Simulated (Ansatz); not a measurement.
Mulliken charges of `[F][GaH][SH]` from PBE/def2-TZVPP in Ansatz (PBE0-D4/def2-TZVP geometry).

```tsv
atom	x (Å)	y (Å)	z (Å)	charge (e)
F1	-1.366	0.173	1.096	-0.340
Ga2	-0.382	-0.507	-0.188	0.459
S3	1.495	0.566	-0.491	-0.235
H4	-0.909	-1.745	-0.951	-0.015
H5	1.211	1.439	0.493	0.131
```

By hand: the dipole of these point charges (1 e Å = 4.8032 D).

Σ q r = (0.110, -0.210, -0.265) e Å, of length 0.356 e Å = 1.71 D.

How does the dipole of the full density compare? (Estimate.)

The calculation gave: (0.108, -0.116, -0.178) e Å, 1.14 D; the point charges give 1.50 times that, at 10° from its direction.

Point charges leave out the atoms' own dipoles, such as those of lone pairs, and Mulliken's split depends on the basis, so the two needn't agree.
